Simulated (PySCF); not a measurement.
Ligand exchange on a metal centre used in film growth or etching (Ta Cl-NH2). All species are isolated molecules in the gas phase. One relaxed conformer stands for each flexible species; it need not be the lowest.

The LUMO from two functionals at the same geometries (r2SCAN-D4/def2-SVP), both in PySCF: PBE-D3(BJ)/def2-TZVP and B3LYP-D3(BJ)/def2-TZVP. B3LYP has the VWN-RPA correlation part, as in Gaussian. 

```csv
species,B3LYP-D3(BJ)/def2-TZVP (eV)
0 of 5 Cl replaced by NH2 ([Ta(Cl)5]),-3.98
2 of 5 Cl replaced by NH2 ([Ta(Cl)3(NH2)2]),-3.04
3 of 5 Cl replaced by NH2 ([Ta(Cl)2(NH2)3]),-2.58
5 of 5 Cl replaced by NH2 ([Ta(NH2)5]),-0.59
```

Q: What does PBE-D3(BJ)/def2-TZVP give for each?

A: 
- 0 of 5 Cl replaced by NH2 ([Ta(Cl)5]): -4.45
- 2 of 5 Cl replaced by NH2 ([Ta(Cl)3(NH2)2]): -3.58
- 3 of 5 Cl replaced by NH2 ([Ta(Cl)2(NH2)3]): -3.17
- 5 of 5 Cl replaced by NH2 ([Ta(NH2)5]): -1.20
Over these rows, drawn at random from the members with no instability flagged (it was tested for open shells, ions and some series alone), PBE minus B3LYP-D3(BJ): mean -0.55 eV, from -0.61 eV to -0.46 eV.
